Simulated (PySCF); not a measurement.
1-(hydroxymethyl)cyclopropan-1-ol (C4H8O2), SMILES OCC1(O)CC1. Atoms are numbered in the order given.

```xyz
14

O      1.8981    -0.2402     0.8750
C      1.1931    -0.1377    -0.3462
C     -0.2809     0.1280    -0.1217
O     -0.5059     1.2408     0.7064
C     -1.2665    -1.0069    -0.0567
C     -1.2508    -0.0624    -1.2431
H      1.9100     0.6467     1.2591
H      1.6083     0.6687    -0.9837
H      1.3291    -1.0883    -0.8849
H     -0.4305     0.9298     1.6190
H     -0.8965    -2.0274    -0.1903
H     -2.0956    -0.9060     0.6492
H     -2.0557     0.6734    -1.3101
H     -0.8752    -0.4290    -2.2032
```

Geometry: B3LYP-D3(BJ)/def2-SVP. Other conformers were not sampled.

These are TDDFT-PBE0/def2-SVPD in PySCF values and carry that method's errors.

Vertical excitations. 

Computed lowest excited states:
```
state  energy (eV)  λ (nm)      f                                            main pairs
-----  -----------  ------  -----  ----------------------------------------------------
S1            6.72     184  0.007                                        HOMO→LUMO 96 %
S2            7.19     172  0.014                                      HOMO−1→LUMO 96 %
S3            7.57     164  0.026  HOMO−2→LUMO 65 %, HOMO→LUMO+2 15 %, HOMO→LUMO+1 10 %
S4            7.66     162  0.028                                      HOMO→LUMO+1 86 %
S5            7.94     156  0.008                                    HOMO−1→LUMO+1 89 %
S6            7.98     155  0.039                    HOMO→LUMO+2 66 %, HOMO−2→LUMO 19 %
S7            8.18     152  0.028                                      HOMO→LUMO+3 86 %
S8            8.24     151  0.016                                    HOMO−1→LUMO+2 89 %
S9            8.46     147  0.009                  HOMO→LUMO+4 52 %, HOMO−1→LUMO+3 25 %
S10           8.51     146  0.054                  HOMO−1→LUMO+3 61 %, HOMO→LUMO+4 25 %
T1            6.49     191      0                                        HOMO→LUMO 91 %
T2            7.01     177      0                                      HOMO−1→LUMO 84 %
T3            7.25     171      0  HOMO−2→LUMO 61 %, HOMO→LUMO+2 13 %, HOMO−1→LUMO 10 %
T4            7.51     165      0                                      HOMO→LUMO+1 90 %
```
Triplets are in the Tamm–Dancoff approximation, which puts them higher than full response would, so one can lie above its singlet here.
